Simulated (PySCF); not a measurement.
# Structure elucidation problem

The spectra below were simulated for a compound C6H6F3N.

1H NMR (600 MHz, computed): δ 7.90 (br s, 1H), 6.78 (m, 1H), 6.42 (m, 1H), 6.39 (m, 1H), 3.38 (m, 2H).

13C{1H} NMR (computed): δ 134.9 (C), 122.3 (C), 122.0 (CH), 116.2 (CH), 114.2 (CH), 37.9 (CH2).

- shielding tensors at PBE0/pcSseg-1 (GIAO)
- GFN2-xTB structure
- code: PySCF 2.14.0 with density-fitted response routines
- non-relativistic, in vacuum, averaged over atoms made equivalent by symmetry, fast rotation or ring inversion, one conformer

Chemical shifts δ = σref − σ; TMS for 1H (31.72 ppm), 13C (186.93 ppm), all at this level.

Q: Choose the structure that fits.
A. FC(F)(F)Cc1ccc[nH]1
B. C=C(CCC#N)C(F)(F)F
C. C/N=C/CC#CC(F)(F)F

A: A. 

1. The formula gives 3 degrees of unsaturation (1 ring in the answer).
2. 6 carbon signals for 6 carbons: no two carbons are equivalent.
3. Carbon types of the structure: 2 × C, 3 × CH, 1 × CH2, leaving 1 H on heteroatoms.
4. δC 134.9: CF3 carbon; 3 electronegative neighbours deshield it.
5. δC 122.3: substituted aromatic carbon next to a ring nitrogen.
6. δC 122.0: aromatic CH next to a ring nitrogen.
7. δC 116.2, 114.2: aromatic CH.
8. δH 7.90: hydrogen on a pyrrole-type ring nitrogen; labile proton, position sensitive to the medium.

The others: C/N=C/CC#CC(F)(F)F would give 3 signals for carbon-bound and other non-exchanging H, not 4; C=C(CCC#N)C(F)(F)F has carbons computed at 142.1, 133.3, 132.7, 123.3, 30.4, 19.7, with a different DEPT pattern.

Exchangeable OH/NH protons stand at their gas-phase positions; hydrogen bonding in a real sample shifts them, mostly to higher δ. Splittings by 19F in the carbon and heteronuclear signals aren't shown, as no couplings were computed. Shifts are as computed. Against solution values, carbons near 30 ppm lie about +3 ppm off and those near 130 ppm about +5 ppm (rms about the fit 2.1 ppm; single classes can miss by 10 ppm). Of 1328 compounds with measured shifts, 309 miss one by over three times the rms of a fit or turn the order of signals round; such compounds aren't used in these exercises. Signals without a measured value on file couldn't be tested in this way; 1H shifts scatter by 0.2 ppm about their fit, and single ones miss by 0.5 ppm. Multiplicities follow the n + 1 count of equivalent neighbours, as no J values were calculated; m marks all less simple cases, F and P coupling included.
